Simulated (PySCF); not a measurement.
C2H5S, SMILES CC[S], multiplicity 2.

The structure is a stationary point at PBE0-D3(BJ)/def2-TZVP. The isomer is the one that the SMILES or the coordinates give; other isomers of the formula were not compared.

These are PBE0-D3(BJ)/def2-TZVP in PySCF values and carry that method's errors.

Frequencies are harmonic and unscaled.

Computed harmonic wavenumbers and intensities:
| mode | ν (cm⁻¹) | IR (km/mol) | moving atoms (share of kinetic energy) |
|---|---|---|---|
| 1 | 223 | 0.0 | H 86 %, C 11 % |
| 2 | 332 | 0.9 | C 48 %, H 27 %, S 26 % |
| 3 | 462 | 6.6 | H 82 %, C 17 % |
| 4 | 695 | 1.1 | C 54 %, S 31 %, H 16 % |
| 5 | 896 | 0.7 | H 94 % |
| 6 | 988 | 3.7 | H 62 %, C 37 % |
| 7 | 1083 | 0.3 | C 63 %, H 37 % |
| 8 | 1250 | 0.0 | H 77 %, C 23 % |
| 9 | 1277 | 12.9 | H 74 %, C 26 % |
| 10 | 1405 | 7.1 | H 81 %, C 19 % |
| 11 | 1420 | 11.7 | H 90 %, C 10 % |
| 12 | 1480 | 8.9 | H 97 % |
| 13 | 1488 | 4.4 | H 96 % |
| 14 | 3029 | 8.3 | H 95 % |
| 15 | 3049 | 0.7 | H 91 %, C 9 % |
| 16 | 3049 | 24.3 | H 97 % |
| 17 | 3123 | 17.2 | H 91 %, C 9 % |
| 18 | 3141 | 15.4 | H 91 %, C 9 % |
